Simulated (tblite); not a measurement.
Species: C4H13O2PSi2.
Numbering: `[CH3:1][C:2](=[O:3])[O:4][Si@@H:5]([PH2:6])[SiH:7]([CH3:8])[CH3:9]` (hydrogens: H10, H11, H12 on C1; H13 on Si5; H14, H15 on P6; H16 on Si7; H17, H18, H19 on C8; H20, H21, H22 on C9)

Geometry (GFN2-xTB, Å), atoms numbered from 1 in this order:
```
atom  x, y, z in Å
C1     2.9912    1.5678   -0.1390
C2     1.9034    0.5313   -0.1180
O3     1.5542   -0.1184   -1.0719
O4     1.3404    0.3927    1.0645
Si5    0.1503   -0.7768    1.2982
P6    -0.2265   -0.3355    3.4625
Si7   -1.5542   -0.5800   -0.2988
C8    -1.5892    1.1711   -1.0580
C9    -1.3459   -1.8657   -1.6839
H10    3.7587    1.2930    0.5814
H11    2.5763    2.5272    0.1632
H12    3.4204    1.6409   -1.1337
H13    0.9081   -2.0409    1.2916
H14   -1.2408    0.5815    3.2434
H15   -1.1235   -1.3776    3.5954
H16   -2.8609   -0.7991    0.3672
H17   -0.6842    1.3512   -1.6321
H18   -1.6579    1.9424   -0.2950
H19   -2.4343    1.2974   -1.7290
H20   -1.4023   -2.8799   -1.2995
H21   -2.1141   -1.7576   -2.4443
H22   -0.3796   -1.7455   -2.1652
```

All values are computed: GFN2-xTB (tblite) harmonic vibrations without scaling, gas phase. Errors from tens to a few hundred cm⁻¹ against measured bands are possible. Modes of hydrogen on phosphorus and silicon can be 10 to 20 % off. One conformer, not necessarily the lowest.

Harmonic wavenumbers (cm⁻¹): 30.4, 43.0, 65.5, 66.9, 73.8, 85.0, 109.3, 119.6, 135.8, 142.0, 148.1, 167.2, 193.2, 210.5, 331.5, 387.3, 503.3, 561.2, 574.7, 592.9, 605.4, 631.3, 669.5, 691.5, 711.0, 729.3, 746.9, 752.3, 796.3, 825.3, 835.7, 848.9, 959.0, 1003.9, 1007.2, 1151.0, 1240.8, 1361.7, 1364.3, 1365.4, 1441.7, 1443.8, 1473.7, 1476.2, 1483.1, 1484.2, 1748.8, 2088.6, 2134.2, 2297.4, 2388.8, 3025.2, 3027.7, 3033.1, 3033.4, 3036.3, 3039.2, 3041.0, 3045.5, 3062.4.

A = 916.3, B = 834.6, C = 530.0 MHz; mass 180.019 u (most abundant isotopes); point group C1, symmetry number 1.

Task: What is the zero-point energy?

Result: ½Σν̃ = 34821 cm⁻¹ = 416.55 kJ/mol.

Task: Entropy at 298.15 K, 1 bar (ideal gas, RRHO, classical rotation)?

Result: Translation 173.62, rotation 129.92, vibration 238.22: S = 541.8 J/(mol K).

Task: And Cp and H(298.15 K) − H(0)?

Result: Cp = 227.03 J/(mol K), of which vibrations give 193.77 (their classical limit is 60 R = 498.9); H(298.15 K) − H(0) = 43.73 kJ/mol without the zero-point energy, 33.82 from vibrations.

Task: What must be added to the electronic energy to get the Gibbs energy at 298.15 K and 1 bar?

Result: ZPE + [H(298.15 K) − H(0)] − T·S = 416.55 + 43.73 − 161.52 = 298.76 kJ/mol.

Task: Blend soft modes into free rotors: weight 1/[1 + (100 cm⁻¹/ν̃)⁴] for the oscillator and the rest for a rotor with moment μB/(μ + B), μ = h/(8π²ν), B = 10⁻⁴⁴ kg m². What vibrational entropy results?

Result: 211.00 J/(mol K) in place of 238.22, which changes −T·S at 298.15 K by +8.11 kJ/mol.

Task: Which modes carry the vibrational entropy at 298.15 K?

Result: 30.4 cm⁻¹: 24.28; 43.0 cm⁻¹: 21.40; 65.5 cm⁻¹: 17.93; 66.9 cm⁻¹: 17.75; 73.8 cm⁻¹: 16.94; 85.0 cm⁻¹: 15.78 J/(mol K); the other 54 give 124.13 together.

Task: How do the functions run with temperature in this model?

Result: 
```json
{"T (K)": "50", "S (J/(mol K))": "280.9", "Cp (J/(mol K))": "89.6", "H − H(0) (kJ/mol)": "2.85", "G − H(0) (kJ/mol)": "-11.20", "ln q(vib)": "1.57"}
{"T (K)": "100", "S (J/(mol K))": "356.8", "Cp (J/(mol K))": "128.6", "H − H(0) (kJ/mol)": "8.43", "G − H(0) (kJ/mol)": "-27.24", "ln q(vib)": "4.63"}
{"T (K)": "373.15", "S (J/(mol K))": "596.3", "Cp (J/(mol K))": "259.9", "H − H(0) (kJ/mol)": "62.02", "G − H(0) (kJ/mol)": "-160.50", "ln q(vib)": "18.33"}
{"T (K)": "500", "S (J/(mol K))": "679.1", "Cp (J/(mol K))": "305.9", "H − H(0) (kJ/mol)": "98.03", "G − H(0) (kJ/mol)": "-241.51", "ln q(vib)": "23.52"}
{"T (K)": "750", "S (J/(mol K))": "816.3", "Cp (J/(mol K))": "370.6", "H − H(0) (kJ/mol)": "183.17", "G − H(0) (kJ/mol)": "-429.03", "ln q(vib)": "32.60"}
{"T (K)": "1000", "S (J/(mol K))": "929.2", "Cp (J/(mol K))": "414.0", "H − H(0) (kJ/mol)": "281.58", "G − H(0) (kJ/mol)": "-647.63", "ln q(vib)": "40.54"}
```

q(vib) and H(0) count from the zero-point level.

Hindered rotation and anharmonicity are outside this model. Other conformers, if any are populated, would add a mixing term that is left out. The structure is chiral; the term R ln 2 for an equal mix with its mirror image is left out.

On an Arm Neoverse N1 with one thread (shared host), this took 2.4 s. This covers the Hessian and the dipole derivatives.
